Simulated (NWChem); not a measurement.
System: C$_{2}$H$_{3}$BFNO; SMILES FB1C=NCO1

```xyz
9

F      0.0919    -2.1159     0.0000
B      0.0688    -0.7859     0.0000
C      1.2237     0.2849     0.0000
N      0.6881     1.4683     0.0000
C     -0.7433     1.3067     0.0000
O     -1.1047    -0.0803     0.0000
H      2.3251     0.1913     0.0000
H     -1.1786     1.7976     0.8987
H     -1.1786     1.7976    -0.8987
```
Atoms are numbered in this order, from 1.

Program: NWChem. All runs use the structure optimised with PBE-D3(BJ)/def2-SVP. Ions are spin-unrestricted doublets at the neutral geometry; other ion states weren't tried.

| level | vertical ionisation energy, ΔSCF (eV) | −ε(HOMO) (eV) | ΔSCF minus −ε(HOMO) (eV) |
|---|---|---|---|
| B3LYP/def2-SVPD | 10.67 | 8.07 | 2.60 |
| PBE/def2-SVPD | 10.35 | 6.71 | 3.64 |
| M06-2X/def2-SVPD | ? | ? | ? |

Some entries are withheld; supply them.


- M06-2X/def2-SVPD, vertical ionisation energy, ΔSCF (eV): 10.86
- M06-2X/def2-SVPD, −ε(HOMO) (eV): 9.76
- M06-2X/def2-SVPD, ΔSCF minus −ε(HOMO) (eV): 1.10
